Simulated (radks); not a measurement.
Question: Species: Xe53+. Configuration: 2p1 (not the ground configuration). Method: scalar-relativistic Kohn-Sham, r2SCAN, spin-polarised, spherical densities, finite nucleus; open shells are filled with parallel spins first (spin-orbit coupling, left out, can overturn this in heavy ions); meta-GGA in the generalised Kohn-Sham scheme; Fermi nuclear charge, rms radius 4.7859 fm; computed with a radial shooting solver on a logarithmic mesh with Libxc functionals. Some entries of the table are withheld. Estimate them.

| orbital | occ. | eigenvalue (eV) | <r> (bohr) | r(max) (bohr) |
|---|---|---|---|---|
| 1s up | 0 | -41139.44 | (1) | 0.01703 |
| 2p up | 1 | -10027.14 | (2) | 0.07144 |
| 3p up | 0 | -4396.289 | 0.2273 | (3) |

Answer: 
(1) 1s up <r> (bohr): 0.02632
(2) 2p up <r> (bohr): 0.08987
(3) 3p up r(max) (bohr): 0.2175
